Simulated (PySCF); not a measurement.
## Steps of a relaxation of Pb4

Pb4 (singlet). PySCF 2.14.0, RKS TPSS, Pb def2-SVP with ECP60; non-relativistic Hamiltonian with scalar-relativistic core potentials where named; density fitting; no spin-orbit coupling. Origin of the start: template. Columns: position (Å) and force (eV/Å). Energies are counted from the last step; some of the 4 steps are shown. Forces carry noise of the integration grid, about 0.01 to 0.03 eV/Å.

Run from Python with OMP_NUM_THREADS=4. Where DIIS fails, smearing, a level shift and second-order steps follow.
It took 14 s on 4 threads of Arm Neoverse V1, with other jobs on the host, from the converged density of the start.

```xyz
4
step 0  E = 0.075 eV
Pb    1.5250    0.0000    0.0000     0.34    0.00    0.00
Pb   -1.5250    0.0000    0.0000    -0.34    0.00    0.00
Pb    0.0000    2.6413    0.0000     0.00   -0.55    0.00
Pb    0.0000   -2.6413    0.0000     0.00    0.55    0.00
```

```xyz
4
step 1  E = 0.026 eV
Pb    1.5489    0.0000    0.0000     0.17    0.00    0.00
Pb   -1.5489    0.0000    0.0000    -0.17    0.00    0.00
Pb    0.0000    2.5996    0.0000     0.00   -0.33    0.00
Pb    0.0000   -2.5996    0.0000     0.00    0.33    0.00
```

```xyz
4
step 2  E = 0.000 eV
Pb    1.5793    0.0000    0.0000     0.02    0.00    0.00
Pb   -1.5793    0.0000    0.0000    -0.02    0.00    0.00
Pb    0.0000    2.5415    0.0000     0.00    0.00    0.00
Pb    0.0000   -2.5415    0.0000     0.00    0.00    0.00
```

**Question.** Where does the relaxation end?

**Answer.** It converges at step 3 in D2h:
```xyz
4
step 3  E = 0
Pb    1.5811    0.0000    0.0000
Pb   -1.5811    0.0000    0.0000
Pb    0.0000    2.5396    0.0000
Pb    0.0000   -2.5396    0.0000
```

No frequency check is given that shows the relaxed geometry to be a minimum.
